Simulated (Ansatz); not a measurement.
Ansatz (a quantum-chemistry and plane-wave program) input file for Ga(Cl)(SH)2 (ClGaH2S2), SMILES [Ga]([SH])([SH])[Cl], PBE0/def2-SVPD. Geometry: PBE0-D3(BJ)/def2-SVP. Other conformers were not sampled.

Ansatz 0.2 input:
```yaml
crystal:
  periodic: [false, false, false]
  atoms:
    - {symbol: Ga, position_ang: [-0.00000000, 0.00000000, 0.00255153]}
    - {symbol: Cl, position_ang: [0.00000000, 0.00000007, -2.13651758]}
    - {symbol: S, position_ang: [0.00000000, -1.95528423, 0.99271185]}
    - {symbol: H, position_ang: [-0.00000001, -1.42841352, 2.23746018]}
    - {symbol: S, position_ang: [0.00000000, 1.95528416, 0.99271197]}
    - {symbol: H, position_ang: [-0.00000000, 1.42841338, 2.23746027]}
basis:
  gaussian:
    orbitals: def2-SVPD
hamiltonian:
  xc: {name: PBE0}
```

Log of the run:

```
WARN ansatz: RAYON_NUM_THREADS=1 ignored (pool sized by the plan → 1); use --threads N
Functional definition: PBE0
integrals: 0.11 GiB planned
1258 factors; integrals over basis functions are off by at most 1.2e-3 eV
mean field: 0.79 GiB planned
mean field evaluation 1: about -86570.5052 eV, gradient 3.0e1 eV
mean field evaluation 2: about -86569.3955 eV, gradient 4.0e1 eV
mean field evaluation 4: about -86572.3265 eV, gradient 4.1e-1 eV
mean field evaluation 8: about -86572.3410 eV, gradient 2.1e-2 eV
mean field evaluation 16: about -86572.3410 eV, gradient 8.5e-5 eV
mean field -86572.34100919 eV, -3181.4748512473 hartree, gradient 8.5e-5 eV, S^2 0.000000; 0 other end points of the search recorded, 0 dependent functions left out
reference -86572.34105182 eV, -3181.4748528142 hartree; 41, 41 occupied and 94, 94 virtual orbitals, 1258 factors
Total energy: -86572.34105182 eV, -3181.4748528142 hartree
```

Self-consistency was reached.

Cost: roughly 5 core-seconds.
